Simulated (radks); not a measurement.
Ge5+, configuration [Ar] 3d9 (the NIST ground configuration). Method: scalar-relativistic Kohn-Sham, PBEsol, spin-polarised, spherical densities, finite nucleus; open shells are filled with parallel spins first; Fermi nuclear charge, rms radius 4.0742 fm; computed with a radial shooting solver on a logarithmic mesh with Libxc functionals.

Normalised radial functions P(r) = r R(r), r in bohr:

r,2p down,3s down,4s down
0.003883,0.0153,0.1611,0.0626
0.005016,0.0246,0.1989,0.0773
0.006479,0.0393,0.2426,0.0943
0.00837,0.0626,0.2914,0.1133
0.01081,0.0991,0.3426,0.1331
0.01408,0.1576,0.3928,0.1526
0.01819,0.2440,0.4302,0.1670
0.02349,0.3713,0.4437,0.1721
0.03035,0.5525,0.4163,0.1612
0.0392,0.7987,0.3286,0.1267
0.05104,1.1236,0.1585,0.0601
0.06593,1.4908,-0.0848,-0.0350
0.08517,1.8630,-0.3760,-0.1482
0.11,2.1585,-0.6421,-0.2500
0.1421,2.2741,-0.7685,-0.2940
0.1851,2.1176,-0.6258,-0.2279
0.239,1.6978,-0.1716,-0.0379
0.3088,1.1295,0.4927,0.2250
0.3989,0.5962,1.1145,0.4353
0.5152,0.2358,1.4165,0.4465
0.6656,0.0652,1.2930,0.1908
0.8667,0.0108,0.8714,-0.2684
1.119,0.0011,0.4392,-0.6987
1.446,0.0001,0.1568,-0.9004
1.868,0.0000,0.0368,-0.7923
2.413,0.0000,0.0051,-0.4855
3.142,0.0000,0.0003,-0.1901
4.059,0.0000,0.0000,-0.0463
5.243,0.0000,0.0000,-0.0061

2p down: eigenvalue -1276.9 eV, 0 radial nodes, <r> = 0.184 bohr, 90 % of the charge inside 0.300 bohr. 3s down: eigenvalue -243.76 eV, 2 radial nodes at r = 0.0608, 0.257 bohr, <r> = 0.619 bohr, 90 % of the charge inside 0.924 bohr. 4s down (empty): eigenvalue -67.730 eV, 3 radial nodes at r = 0.0605, 0.249, 0.749 bohr, <r> = 1.65 bohr, 90 % of the charge inside 2.38 bohr.
